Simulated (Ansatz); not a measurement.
This geometry of C2H8AlN + ClH (14 atoms, charge 0, multiplicity 1) is a first-order saddle point.

These are results of RKS PBE0/6-31G* (Ansatz 0.2.0), not measurements.

```xyz
14
Properties=species:S:1:pos:R:3
Al -0.307 0.166 0.008
C 1.584 -0.207 0.695
C -0.679 -0.188 -1.876
N -1.119 1.446 0.949
H 0.444 -1.377 1.017
Cl -0.724 -2.182 1.092
H 1.851 -0.285 1.756
H 1.922 0.803 0.405
H 2.210 -0.902 0.124
H -0.296 -1.166 -2.189
H -0.218 0.569 -2.522
H -1.756 -0.179 -2.084
H -2.038 1.803 0.728
H -0.874 1.699 1.897
```

Which two structures does it join? (They come from a converged band through this point; their orientation in space is the band's.)

Bonds broken: Al1–C2, H5–Cl6. Bonds formed: Al1–Cl6, C2–H5. C2H8AlN + ClH becomes CH4 + CH5AlClN.

Image 0:

```xyz
14
Properties=species:S:1:pos:R:3
Al -0.132 0.409 -0.082
C 1.684 0.067 0.613
C -0.731 -0.093 -1.884
N -1.182 1.479 0.894
H 0.460 -2.442 1.562
Cl -0.691 -2.473 0.990
H 1.716 0.002 1.709
H 2.365 0.882 0.334
H 2.124 -0.853 0.205
H -0.531 -1.150 -2.100
H -0.207 0.493 -2.652
H -1.805 0.075 -2.030
H -2.116 1.762 0.632
H -0.955 1.841 1.810
```

Image 8:

```xyz
14
Properties=species:S:1:pos:R:3
Al -1.260 -0.070 0.072
C 2.025 -0.478 0.746
C -0.748 -0.269 -1.795
N -1.428 1.483 0.911
H 1.416 -1.368 0.934
Cl -1.784 -1.771 1.231
H 2.951 -0.558 1.321
H 1.489 0.423 1.066
H 2.262 -0.410 -0.319
H -0.004 -1.064 -1.917
H -0.328 0.655 -2.207
H -1.615 -0.543 -2.409
H -1.240 2.386 0.497
H -1.735 1.584 1.868
```

How far does it lie above each of them?

22.7 kJ/mol above the first and 217.2 kJ/mol above the second. This is the barrier of this one path; another mechanism may lie lower. The orbitals stay closed-shell, which can raise the energy where a bond breaks towards radicals; this wasn't checked here.

The run took 4.1 min on 2 threads of Arm Neoverse V2, on a shared host, peak memory 0.22 GiB.
